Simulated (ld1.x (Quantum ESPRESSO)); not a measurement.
Varying the RRKJ potential for Hf (Z = 72)

Base potential:

- Element: Hf
- Generator: ld1.x (Quantum ESPRESSO) 7.5
- Type: norm-conserving RRKJ (Kleinman–Bylander form)
- Functional: PBE
- Relativity: scalar-relativistic
- Frozen core: [Xe] 4f14
- Valence charge: 4
- Reference configuration: 5d2 6s2 6p0
- Partial waves: 6p (bound, empty): rc 4.00 bohr; 5d (bound): rc 2.90 bohr; 6s (bound): rc 3.15 bohr
- Local potential: the s channel
- Core correction: a·sin(br)/r model core, default radius (core density twice the valence density)
- rho0: 0.02

Cutoffs, loose and tight: the cutoffs (Ry, on a coarse ladder) from which the occupation-weighted sum of valence levels, in a spherical-Bessel basis at the reference potential, stays within 10 and 1 mRy of its value at 400 Ry. They do not see the model core or the augmentation charge, which bear on the density cutoff. Test errors are all-electron minus pseudo excitation energies from the reference, over the configurations 5d2 6s1 6p0; 5d2 6s0 6p0; 5d1 6s0 6p0; 5d1 6s2 6p0; 5d2 6s0 6p2; 5d2 6s0 6p1; 5d1 6s2 6p1. A dash means not determined; rows that change the core or the reference have their own tests. The largest error is taken over the tests solved by every variant that gives reliable tests at all: 5d1 6s0 6p0; 5d2 6s0 6p0; 5d2 6s1 6p0.

The default core radius of the base comes out at 1.96 bohr.

| change | outcome | cutoff, loose | cutoff, tight | bound ghosts | largest test error (meV) |
| --- | --- | --- | --- | --- | --- |
| base | generated | 18 Ry | 18 Ry | none | -269 |
| wave 5d (bound): rc 2.90 bohr becomes 5d (bound): rc 2.08 bohr | generated | 21 Ry | 30 Ry | none | -286 |
| core correction a·sin(br)/r model core inside 2.44 bohr | generated | 18 Ry | 18 Ry | none | -180 |
| all radii but the core radius scaled by about 0.73 (s 2.32, p 2.94, d 2.12 bohr) | generated | 21 Ry | 30 Ry | none | -283 |
| functional Wu–Cohen | generated | 18 Ry | 18 Ry | none | -310 |

Task: What comes out with this change to the base: local potential the p channel?

Result: outcome: generated; cutoff, loose: 18 Ry; cutoff, tight: 18 Ry; bound ghosts: none; largest test error (meV): -392.

Task: What comes out with this change to the base: type PAW; waves now 6s (bound): rcut 2.75, rcutus 3.15 bohr; 6s channel at -0.05 Ry: rcut 2.75, rcutus 3.15 bohr; 6p (bound): rcut 3.50, rcutus 4.00 bohr; 6p channel at 0.55 Ry: rcut 3.50, rcutus 4.00 bohr; 5d (bound): rcut 2.50, rcutus 2.90 bohr; 5d channel at 0.8 Ry: rcut 2.50, rcutus 2.90 bohr; local potential all-electron potential smoothed inside 2.25 bohr (lloc = -2); augmentation BESSEL, radius 2.30 bohr; rho0 0?

Result: outcome: generated; cutoff, loose: 10 Ry; cutoff, tight: 12 Ry; bound ghosts: none; largest test error (meV): -332.
